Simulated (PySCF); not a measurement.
PySCF job for Al(I)(Me)(OMe) (C2H6AlIO), SMILES C[O][Al]([CH3])[I], PBE-D3(BJ)/def2-SVP. The structure is a stationary point at PBE-D3(BJ)/def2-SVP. The structure was generated by enumeration; whether it is a known compound was not checked. The def2 effective core potentials stand for the cores of I; spin–orbit coupling is left out. One conformer was computed; it need not be the lowest.

```python
import numpy as np
from pyscf import gto, scf, dft, df
from pyscf.hessian import thermo

mol = gto.M(
    atom='''
    Al    0.61078574    1.09632862   -0.00000000
    I    -0.13815506   -1.29213841    0.00000000
    C     2.48828199    1.60591833    0.00000000
    H     2.59996943    2.70850229    0.00000000
    H     3.00567378    1.19675241    0.89216438
    H     3.00567379    1.19675241   -0.89216438
    O    -0.60692332    2.29630067   -0.00000000
    C    -2.01090050    2.33860009    0.00000000
    H    -2.38153777    2.88320278    0.89703069
    H    -2.47514045    1.32513497    0.00000000
    H    -2.38153777    2.88320278   -0.89703069
    ''',
    basis='def2-SVP',
    ecp={'I': 'def2-svp'},
    charge=0,
    spin=0,
    max_memory=1600,
    verbose=3,
)
mf = dft.RKS(mol, xc='pbe').density_fit(auxbasis='def2-universal-jkfit')
mf.disp = 'd3bj'
mf.grids.level = 3
mf.conv_tol = 1e-11
mf.max_cycle = 100
mf.kernel()

# [left out here: the lines that compute and print the analytic Hessian (its translational invariance restored by hand, since the grid's response is missing), thermochemistry and intensities]
```

Program output:

```
[...]
Mode                                 6                   7                   8
Irrep
Freq [cm^-1]                      232.7756            311.6989            600.3891
Reduced mass [au]                   6.4698              7.4766              3.3418
Force const [Dyne/A]                0.2065              0.4280              0.7097
Char temp [K]                     334.9122            448.4653            863.8263
Normal mode                   x     y     z       x     y     z       x     y     z
       0  Al                 0.04 -0.05 -0.00    0.06  0.12  0.00   -0.03 -0.09 -0.00
       1   I                 0.00  0.03  0.00   -0.01 -0.03 -0.00    0.00  0.00 -0.00
       2   C                 0.04 -0.01 -0.00    0.12  0.03 -0.00    0.16 -0.01  0.00
       3   H                 0.04 -0.01 -0.00    0.25  0.02 -0.00   -0.13  0.02 -0.00
       4   H                 0.04 -0.01 -0.00    0.07 -0.04 -0.00    0.28  0.17  0.01
       5   H                 0.04 -0.01  0.00    0.07 -0.04  0.00    0.28  0.17 -0.01
       6   O                -0.07 -0.18  0.00   -0.06  0.01 -0.00   -0.03  0.08  0.00
       7   C                -0.05  0.05 -0.00   -0.07  0.02  0.00   -0.08  0.02  0.00
       8   H                 0.04  0.12 -0.00   -0.06  0.03  0.00   -0.11 -0.01  0.00
       9   H                -0.22  0.13 -0.00   -0.07  0.03  0.00   -0.03 -0.01  0.00
      10   H                 0.04  0.12  0.00   -0.06  0.03 -0.00   -0.11 -0.01 -0.00
Mode                                 9                  10                  11
Irrep
Freq [cm^-1]                      647.0274            681.5686            751.7876
Reduced mass [au]                   1.2802              1.6497              5.1891
Force const [Dyne/A]                0.3158              0.4515              1.7280
Char temp [K]                     930.9284            980.6255           1081.6550
Normal mode                   x     y     z       x     y     z       x     y     z
       0  Al                -0.00 -0.00  0.04   -0.06 -0.05 -0.00    0.12 -0.07 -0.00
       1   I                -0.00 -0.00 -0.00   -0.00  0.00  0.00   -0.00  0.00  0.00
       2   C                 0.00  0.00 -0.12    0.05  0.13  0.00   -0.08  0.02  0.00
       3   H                 0.00  0.00  0.26    0.67  0.06 -0.00    0.10 -0.01  0.00
       4   H                -0.55 -0.12  0.16   -0.12 -0.21 -0.04   -0.18 -0.12 -0.01
       5   H                 0.55  0.12  0.16   -0.12 -0.21  0.04   -0.18 -0.12  0.01
       6   O                 0.00  0.00 -0.01    0.01 -0.00  0.00   -0.01  0.09 -0.00
       7   C                -0.00  0.00 -0.00    0.02 -0.00 -0.00   -0.11  0.02  0.00
       8   H                -0.01  0.00 -0.01    0.02 -0.01 -0.00   -0.15 -0.00  0.00
       9   H                -0.00  0.00 -0.01    0.02 -0.00 -0.00   -0.05 -0.00  0.00
      10   H                 0.01 -0.00 -0.01    0.02 -0.01  0.00   -0.15 -0.00 -0.00
Mode                                12                  13                  14
Irrep
Freq [cm^-1]                     1137.7902           1145.3264           1159.8314
Reduced mass [au]                   1.5194              1.2897              1.2463
Force const [Dyne/A]                1.1589              0.9968              0.9878
Char temp [K]                    1637.0267           1647.8697           1668.7391
Normal mode                   x     y     z       x     y     z       x     y     z
       0  Al                -0.01  0.01  0.00   -0.00  0.00 -0.00   -0.01 -0.00 -0.00
       1   I                -0.00  0.00 -0.00    0.00 -0.00  0.00    0.00  0.00  0.00
       2   C                -0.01 -0.00 -0.00   -0.00 -0.00  0.00    0.12  0.03  0.00
       3   H                 0.06 -0.01  0.00    0.00 -0.00 -0.01   -0.50  0.08 -0.00
       4   H                 0.05  0.02 -0.02    0.01 -0.00 -0.00   -0.42 -0.22  0.18
       5   H                 0.05  0.02  0.02   -0.01  0.00 -0.00   -0.42 -0.22 -0.18
       6   O                 0.08  0.03  0.00    0.00  0.00 -0.05   -0.01  0.01 -0.00
       7   C                -0.09 -0.11 -0.00   -0.00 -0.00  0.13    0.01 -0.02  0.00
       8   H                 0.28  0.22 -0.06   -0.54  0.11 -0.16    0.05  0.04 -0.01
       9   H                -0.59  0.12  0.00   -0.00  0.00 -0.31   -0.08  0.02 -0.00
      10   H                 0.28  0.22  0.06    0.54 -0.11 -0.16    0.05  0.04  0.01
Mode                                15                  16                  17
Irrep
Freq [cm^-1]                     1193.8761           1372.1344           1373.7138
Reduced mass [au]                   5.2057              1.0531              1.0498
Force const [Dyne/A]                4.3717              1.1682              1.1673
Char temp [K]                    1717.7220           1974.1959           1976.4682
Normal mode                   x     y     z       x     y     z       x     y     z
       0  Al                 0.03 -0.02 -0.00   -0.00  0.00 -0.00    0.00 -0.00 -0.00
       1   I                -0.00 -0.00 -0.00    0.00  0.00  0.00   -0.00 -0.00  0.00
       2   C                -0.01 -0.01 -0.00   -0.00  0.00 -0.06    0.01 -0.06 -0.00
       3   H                 0.04 -0.01  0.00   -0.00  0.00  0.72    0.34 -0.08  0.00
       4   H                 0.04  0.02 -0.01    0.16  0.43  0.06   -0.28  0.44  0.38
       5   H                 0.04  0.02  0.01   -0.16 -0.43  0.06   -0.28  0.44 -0.38
       6   O                -0.17  0.07 -0.00   -0.00 -0.00  0.00    0.00  0.00 -0.00
       7   C                 0.15 -0.06  0.00   -0.00 -0.00  0.00    0.00  0.00  0.00
       8   H                 0.17  0.10 -0.07   -0.00 -0.00 -0.00   -0.01 -0.00 -0.00
       9   H                -0.18  0.08 -0.00    0.00 -0.00  0.00   -0.01  0.00  0.00
      10   H                 0.17  0.10  0.07    0.00  0.00 -0.00   -0.01 -0.00  0.00
Mode                                18                  19                  20
Irrep
Freq [cm^-1]                     1421.4918           1423.5977           1426.2899
Reduced mass [au]                   1.0394              1.0474              1.1225
Force const [Dyne/A]                1.2375              1.2506              1.3454
Char temp [K]                    2045.2102           2048.2401           2052.1135
Normal mode                   x     y     z       x     y     z       x     y     z
       0  Al                -0.00  0.00 -0.00    0.00 -0.00 -0.00    0.00 -0.01 -0.00
       1   I                -0.00 -0.00 -0.00   -0.00  0.00 -0.00    0.00  0.00 -0.00
       2   C                 0.00  0.00  0.00   -0.00 -0.00  0.00   -0.00 -0.00  0.00
       3   H                -0.00  0.00 -0.00    0.00 -0.00 -0.00    0.01 -0.00 -0.00
       4   H                 0.00 -0.00 -0.00   -0.00  0.00  0.00   -0.01  0.01  0.01
       5   H                -0.00  0.00 -0.00   -0.00  0.00 -0.00   -0.01  0.01 -0.01
       6   O                 0.00 -0.00 -0.01   -0.02  0.02 -0.00   -0.03  0.01 -0.00
       7   C                 0.00 -0.00 -0.05   -0.02  0.05 -0.00   -0.09 -0.01 -0.00
       8   H                -0.34 -0.35  0.05    0.31 -0.43  0.41    0.42  0.22  0.06
       9   H                -0.00  0.00  0.69   -0.20  0.10  0.00    0.58 -0.29  0.00
      10   H                 0.34  0.35  0.05    0.31 -0.43 -0.41    0.42  0.22 -0.06
Mode                                21                  22                  23
Irrep
Freq [cm^-1]                     2916.0753           2975.6596           2995.2495
Reduced mass [au]                   1.0323              1.0346              1.1045
Force const [Dyne/A]                5.1720              5.3976              5.8384
Char temp [K]                    4195.5831           4281.3117           4309.4972
Normal mode                   x     y     z       x     y     z       x     y     z
       0  Al                 0.00 -0.00 -0.00    0.00  0.00  0.00   -0.00  0.00  0.00
       1   I                 0.00  0.00  0.00   -0.00 -0.00 -0.00   -0.00  0.00  0.00
       2   C                -0.00  0.00  0.00   -0.05 -0.01  0.00    0.00  0.00  0.00
       3   H                 0.00 -0.00 -0.00    0.04  0.54  0.00   -0.00 -0.00  0.00
       4   H                -0.00  0.00 -0.00    0.26 -0.22  0.47   -0.00  0.00 -0.00
       5   H                -0.00  0.00  0.00    0.26 -0.22 -0.47   -0.00  0.00  0.00
       6   O                -0.00  0.00 -0.00   -0.00  0.00  0.00    0.00  0.00 -0.00
       7   C                -0.04 -0.01  0.00   -0.00 -0.00 -0.00    0.00 -0.09  0.00
       8   H                 0.16 -0.25 -0.41   -0.00  0.00  0.00   -0.15  0.21  0.39
       9   H                 0.27  0.62 -0.00    0.00  0.00 -0.00    0.27  0.62  0.00
      10   H                 0.16 -0.25  0.41   -0.00  0.00 -0.00   -0.15  0.21 -0.39
Mode                                24                  25                  26
Irrep
Freq [cm^-1]                     3005.0789           3072.4376           3088.5134
Reduced mass [au]                   1.1057              1.1000              1.1030
Force const [Dyne/A]                5.8829              6.1178              6.1988
Char temp [K]                    4323.6395           4420.5537           4443.6831
Normal mode                   x     y     z       x     y     z       x     y     z
       0  Al                -0.00  0.00 -0.00   -0.00  0.00  0.00   -0.00  0.00 -0.00
       1   I                 0.00 -0.00  0.00   -0.00 -0.00 -0.00   -0.00 -0.00 -0.00
       2   C                 0.00  0.00 -0.00   -0.00  0.00  0.09   -0.02  0.09 -0.00
       3   H                -0.00 -0.00 -0.00   -0.00 -0.00  0.02   -0.08 -0.79 -0.00
       4   H                 0.00 -0.00  0.00   -0.32  0.25 -0.53    0.17 -0.12  0.30
       5   H                -0.00  0.00  0.00    0.32 -0.25 -0.53    0.17 -0.12 -0.30
       6   O                -0.00  0.00  0.00    0.00 -0.00  0.00   -0.00 -0.00  0.00
       7   C                -0.00 -0.00 -0.09    0.00 -0.00 -0.00    0.00  0.00 -0.00
       8   H                -0.21  0.34  0.54   -0.00  0.00  0.00    0.00  0.00  0.00
       9   H                 0.00  0.00 -0.02   -0.00 -0.00 -0.00   -0.00 -0.00 -0.00
      10   H                 0.21 -0.34  0.54    0.00 -0.00  0.00    0.00  0.00 -0.00
temperature 298.1500 [K]
pressure 101325.00 [Pa]
Rotational constants [GHz] 2.70320 1.12227 0.80115
Symmetry number 1
Zero-point energy (ZPE) 0.07649 [Eh]   200823.147 [J/mol]
                           tot       elec      trans        rot        vib
Entropy [J/mol/K]       406.982      0.000    174.822    122.470    109.690
Cv [J/mol/K]            108.952      0.000     12.472     12.472     84.008
Cp [J/mol/K]            117.266      0.000     20.786     12.472     84.008
Internal energy [J/mol]                      3718.434   3718.434 216296.043
Internal energy [Eh]   -694.67298  -694.75819
Enthalpy [J/mol]                             6197.391   3718.434 216296.043
Enthalpy [Eh]          -694.67203
Gibbs free energy [J/mol]                  -45925.785 -32796.063 183591.926
Gibbs free energy [Eh] -694.71825
mode   freq/cm-1   IR/(km/mol)
   1       37.32         0.158
   2       79.17         2.967
   3       91.93         0.000
   4      112.28         1.358
   5      128.67         0.354
   6      193.32        21.225
   7      232.78         7.917
   8      311.70        48.035
   9      600.39        43.320
  10      647.03        35.815
  11      681.57       115.938
  12      751.79        78.672
  13     1137.79        53.203
  14     1145.33         0.024
  15     1159.83         8.436
  16     1193.88       259.328
  17     1372.13         4.180
  18     1373.71         1.414
  19     1421.49         1.017
  20     1423.60         1.358
  21     1426.29        15.319
  22     2916.08        97.752
  23     2975.66         0.788
  24     2995.25        37.019
  25     3005.08        32.551
  26     3072.44         0.651
  27     3088.51         1.398
max |gradient| / (hartree/bohr): 0.00011838346804697125
APT charges: [ 1.3816 -0.4817 -0.4049  0.0137  0.0311  0.0311 -0.981   0.5717 -0.0617
 -0.0383 -0.0617]
```

The run converged.

Cost: roughly 4 core-minutes.
